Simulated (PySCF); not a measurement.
`O=CC([SeH])(C=O)CCF`, C₅H₇FO₂Se

Geometry (Å), atoms numbered from 1 in this order:
```xyz
16

O    -0.3160    0.3575    2.2254
C    -0.9215    0.5682    1.2159
C    -0.4939    0.1109   -0.1661
Se   -0.0171    1.9540   -0.8658
C    -1.7003   -0.3740   -0.9092
O    -2.5628    0.3464   -1.3289
C     0.6714   -0.8647   -0.1994
C     1.9485   -0.3134    0.4290
F     2.9802   -1.1789    0.1779
H    -1.8456    1.1739    1.1879
H    -1.3597    2.1683   -1.3637
H    -1.7599   -1.4712   -1.0024
H     0.3837   -1.7757    0.3328
H     0.8924   -1.1290   -1.2381
H     2.2295    0.6501   -0.0207
H     1.8635   -0.2135    1.5140
```

Computed, not measured: PySCF, GIAO PBE/pcSseg-1 magnetisability, rotational g tensor and spin-rotation constants, non-relativistic, gas phase. Geometry: GFN2-xTB.

The calculation is non-relativistic, which matters for the atoms heavier than Zn.

Task: Give the nuclear spin-rotation constants along the inertial axes (H = +C I·J) beside the isotropic shieldings.

Result: Rotational constants 1.3717, 0.8013, 0.6983 GHz. A star marks the isotopologue with that one atom substituted, in its own axes.
| atom | isotope | Caa (kHz) | Cbb (kHz) | Ccc (kHz) | mean (kHz) | σ (ppm) |
| --- | --- | --- | --- | --- | --- | --- |
| F9 | 19F | 0.598 | 0.257 | 0.309 | 0.388 | 402.1 |
| H10 | 1H | 0.100 | -0.075 | -0.036 | -0.004 | 22.8 |
| H11 | 1H | 0.026 | -0.063 | -0.075 | -0.037 | 26.7 |
| H12 | 1H | -0.053 | -0.005 | -0.008 | -0.022 | 21.6 |
| H13 | 1H | -0.094 | 0.010 | -0.083 | -0.056 | 28.5 |
| H14 | 1H | -0.144 | -0.084 | 0.017 | -0.070 | 29.2 |
| H15 | 1H | -0.111 | 0.038 | -0.071 | -0.048 | 26.7 |
| H16 | 1H | -0.103 | -0.052 | 0.021 | -0.045 | 25.4 |
| O1 | 17O* | -1.037 | -0.106 | -0.452 | -0.532 | -229.9 |
| C2 | 13C* | 0.588 | 0.243 | 0.309 | 0.380 | 3.2 |
| C3 | 13C* | 0.346 | 0.152 | 0.196 | 0.231 | 103.3 |
| Se4 | 77Se* | 2.497 | 1.102 | 1.383 | 1.661 | 1529.4 |
| C7 | 13C* | 0.240 | 0.141 | 0.122 | 0.168 | 146.6 |
| C8 | 13C* | 0.290 | 0.230 | 0.178 | 0.233 | 95.4 |

For the geometry as given, no vibrational averaging.
